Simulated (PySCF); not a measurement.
## NMR parameters of [CdCl4]2-

[CdCl4]2-.

Geometry:
| atom | x (Å) | y (Å) | z (Å) |
| --- | --- | --- | --- |
| Cd1 | 0.009 | 0.011 | 0.014 |
| Cl2 | -0.297 | -0.161 | 2.511 |
| Cl3 | 2.461 | 0.010 | -0.578 |
| Cl4 | -1.066 | 2.108 | -0.886 |
| Cl5 | -1.107 | -1.969 | -1.061 |

Total charge -2.

GIAO calculations in PySCF on the PBE0-D3(BJ)/def2-SVP structure: isolated species, scalar relativity only through the core potential, equivalent atoms averaged; basis pcSseg-1 (def2-TZVP on Cd).

Question: Give the isotropic shieldings (ppm) with KT2, PBE0.

Answer: 
```
             atoms            environment   KT2  PBE0
   Cl2/Cl3/Cl4/Cl5  chlorine bonded to Cd  1035  1070
HOMO–LUMO gap (eV)                      –  4.93  7.23
```

Question: And the chemical shifts, against references computed in the same way?

Answer: 
```tsv
atoms	nucleus, reference	KT2	PBE0
Cl2/Cl3/Cl4/Cl5	$^{35}$Cl, HCl	-92	-127
```

Question: Which part of the shielding of Cl2/Cl3/Cl4/Cl5 depends on the functional?

Answer: Diamagnetic: KT2 1151, PBE0 1149 ppm; paramagnetic: KT2 -117, PBE0 -79 ppm. The diamagnetic part, set mainly by inner electrons, hardly moves; the paramagnetic part goes with low-lying magnetically allowed excitations and carries the spread.

The ion is multiply charged and has no counter-ions or solvent here.

Cd is described by an effective core potential, so it has no shielding of its own here; spin–orbit effects on the atoms bonded to it, which can be large, are absent, and the values of these neighbours are rough.
